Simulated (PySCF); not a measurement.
Species: C₃H₅NSe.
Numbering: `[CH3:1][Se:2][CH2:3][C:4]#[N:5]` (hydrogens: H6, H7, H8 on C1; H9, H10 on C3)

Cartesian coordinates in Å at the PBE0-D3(BJ)/def2-SVP level; atoms count from 1:
```
atom  x, y, z in Å
C1     1.5812    0.1412    0.2795
Se2    0.5197    0.6227   -1.2705
C3    -1.2365    0.3794   -0.4319
C4    -1.4178   -0.9651    0.0789
N5    -1.5086   -2.0375    0.5069
H6     1.4380    0.8625    1.0954
H7     2.6306    0.1638   -0.0443
H8     1.3278   -0.8753    0.6112
H9    -1.3696    1.1107    0.3795
H10   -1.9806    0.5931   -1.2132
```

Computed with MP2 and CCSD/aug-cc-pVDZ in PySCF, restricted Hartree–Fock reference, 13 core orbitals frozen, non-relativistic, gas phase, PBE0-D3(BJ)/def2-SVP geometry.

E(HF) = -2570.78260 Eh.

Problem. How large is the problem?

Solution. 173 basis functions and 64 electrons; 13 orbitals frozen, which leaves o = 19 correlated occupied and v = 141 virtual orbitals. That is o·v = 2679 singles and o·v(o·v + 1)/2 = 3589860 distinct closed-shell doubles amplitudes before symmetry; the costliest CCSD step grows as o²v⁴ = 1.4 × 10^11.

Problem. What are the MP2 and CCSD correlation energies?

Solution. MP2 -0.7340 Eh and CCSD -0.7730 Eh, which gives totals of -2571.51658 and -2571.55560 Eh. That is 0.554 eV for each correlated electron at CCSD (2029 kJ/mol in all, 0.030 % of the total energy); MP2 gives 95.0 % of the CCSD value.

Problem. What is the T1 diagnostic?

Solution. 0.0105, below the customary warning level of 0.02. It is the norm of the spatial-orbital singles amplitudes over the root of the number of correlated electrons, so the norm is 0.065.

Problem. How does correlation change the dipole moment?

Solution. HF gives 3.37 D and CCSD (unrelaxed density) 3.07 D, a change of -0.30 D.

No triples correction and no basis-set extrapolation were made.

One conformer stands for the species.
